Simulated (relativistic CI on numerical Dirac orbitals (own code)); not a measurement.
**Electric-dipole lines of Tc XVII**

Calculated at this level of theory: Dirac-Coulomb-Breit CI, separate exchange-only KLI orbitals for each configuration, model QED (radiative potential, 1s self-energy scaled to tabulated hydrogen-like ionisation energies), unscaled Slater integrals (own radial code, finite nucleus).

Configurations in the expansion (outside the closed core [Ne]): 3s2 3p6 3d9, 3s2 3p5 3d10, 3s 3p6 3d10, 3s2 3p6 3d8 4s, 3s2 3p6 3d8 4p, 3s2 3p6 3d8 4d, 3s2 3p6 3d7 4s2, 3s2 3p6 3d8 4f, 3s2 3p6 3d7 4s 4p, 3s2 3p5 3d9 4s, 3s2 3p6 3d8 5s, 3s2 3p4 3d10 4s, 3s2 3p6 3d7 4p2, 3s2 3p6 3d8 5p, 3s2 3p6 3d7 4s 4d, 3s2 3p5 3d9 4p. Levels of other configurations are missing.

```
λ vac (nm)                         Lower                          Upper   A (s⁻¹)        gf  Branching (%)
    6.5256        3s2 3p6 3d9 2D_3/2 [2]       3s2 3p5 3d10 2P°_1/2 [4]  6.19e+11  7.90e-01          100.0
    7.1542        3s2 3p6 3d9 2D_5/2 [1]       3s2 3p5 3d10 2P°_3/2 [3]  4.35e+11  1.34e+00           90.7
    21.446   3s2 3p6 3d8 4p 4G°_7/2 [24]     3s2 3p6 3d8 4d 4H_9/2 [81]  3.89e+10  2.68e+00           61.4
    21.607   3s2 3p6 3d8 4p 2G°_9/2 [22]    3s2 3p6 3d8 4d 4H_11/2 [69]  5.49e+10  4.61e+00           85.3
    21.852   3s2 3p6 3d8 4p 2H°_9/2 [44]   3s2 3p6 3d8 4d 2I_11/2 [108]  5.87e+10  5.04e+00           92.9
    23.180   3s2 3p6 3d8 4p 2F°_7/2 [40]     3s2 3p6 3d8 4d 2G_9/2 [93]  4.71e+10  3.80e+00           84.5
    23.259  3s2 3p6 3d8 4p 4G°_11/2 [27]    3s2 3p6 3d8 4d 4H_13/2 [71]  5.49e+10  6.23e+00          100.0
    23.299   3s2 3p6 3d8 4p 4G°_9/2 [38]    3s2 3p6 3d8 4d 4H_11/2 [86]  5.44e+10  5.32e+00           99.8
    23.370   3s2 3p6 3d8 4d 4H_13/2 [71]  3s2 3p6 3d8 4f 4I°_15/2 [137]  5.64e+10  7.39e+00          100.0
    23.420   3s2 3p6 3d8 4p 4F°_9/2 [29]    3s2 3p6 3d8 4d 4G_11/2 [73]  4.00e+10  3.95e+00           74.1
    23.452  3s2 3p6 3d8 4p 2H°_11/2 [55]   3s2 3p6 3d8 4d 2I_13/2 [112]  5.37e+10  6.19e+00          100.0
    31.032    3s2 3p6 3d8 4s 2G_9/2 [17]    3s2 3p6 3d8 4p 2G°_9/2 [64]  1.34e+10  1.93e+00           77.8
    31.884     3s2 3p6 3d8 4s 4F_9/2 [5]    3s2 3p6 3d8 4p 4F°_9/2 [29]  9.09e+09  1.38e+00           60.0
    32.036    3s2 3p6 3d8 4s 4P_5/2 [11]    3s2 3p6 3d8 4p 4D°_7/2 [51]  1.28e+10  1.58e+00           30.0
    32.643     3s2 3p6 3d8 4s 4F_7/2 [6]    3s2 3p6 3d8 4p 2F°_7/2 [31]  1.02e+10  1.31e+00           10.1
    32.756     3s2 3p6 3d8 4s 4F_9/2 [5]   3s2 3p6 3d8 4p 4G°_11/2 [27]  1.47e+10  2.84e+00          100.0
    33.027     3s2 3p6 3d8 4s 2F_7/2 [9]    3s2 3p6 3d8 4p 4G°_9/2 [38]  1.38e+10  2.25e+00           94.5
    33.509    3s2 3p6 3d8 4s 2G_9/2 [17]   3s2 3p6 3d8 4p 2H°_11/2 [55]  1.39e+10  2.80e+00          100.0
    38.511     3s2 3p6 3d8 4s 4F_9/2 [5]    3s2 3p6 3d8 4p 4D°_7/2 [21]  7.75e+09  1.38e+00           70.1
    38.523     3s2 3p6 3d8 4s 4F_7/2 [6]    3s2 3p6 3d8 4p 2G°_9/2 [22]  4.98e+09  1.11e+00           53.5
```

Terms are leading LS components. Brackets give the number of a level in order of energy, since labels repeat. The list gives strong lines, with weight on those to low levels, without lines whose two gauges differ by over a factor of 2.5, among the lowest 200 of 1190 levels, so that lines to higher ones, which can be the strongest, are missing. Levels whose partners in the same complex of configurations lie outside the list can be far off, and so can their lines. Rates are taken at the computed energies, electric ones in the length gauge.

At this charge energies of transitions that change n are usually good to better than 1 %, and those within a shell (Δn = 0) to a few per cent.

From the table, what is the radiative lifetime of 3s2 3p5 3d10 2P°_1/2?

The listed rates from this level add up to about 6.19e+11 s⁻¹, 100 % of its decay; with all channels τ = 1.62e-12 s.

LS names give the leading component of a level, which can be under half, so a name can repeat, a term be missing and a line seem to break the LS rules.
